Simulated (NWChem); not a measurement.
System: CH$_{5}$FOSi$_{2}$; SMILES F[Si@@H]1OC[SiH2]1

```xyz
10

F      0.3769    -1.9899    -0.6438
Si     0.0638    -0.8404     0.4618
O     -1.4001    -0.0765     0.1703
C     -1.0931     1.2445    -0.3134
Si     0.8247     1.3008    -0.0388
H      0.0847    -1.5436     1.7709
H     -1.6541     1.9925     0.2709
H     -1.3957     1.3470    -1.3696
H      1.6695     1.5702    -1.2400
H      1.2501     2.1846     1.0887
```
Atoms are numbered in this order, from 1.

All runs: NWChem. The geometry was optimised at PBE0/def2-SVP. Level: PBE0/def2-SVP with SMD (1 M gas to 1 M solution), gas-phase geometry. Reactions with the solvent are ignored.

### Question
Predict the results for solvent toluene. Quantities: solvation free energy (kcal/mol); cavity-dispersion-structure term (kcal/mol); dipole in solution (D).

### Answer
```yaml
solvation free energy (kcal/mol): -2.4
cavity-dispersion-structure term (kcal/mol): -0.6
dipole in solution (D): 2.56
```
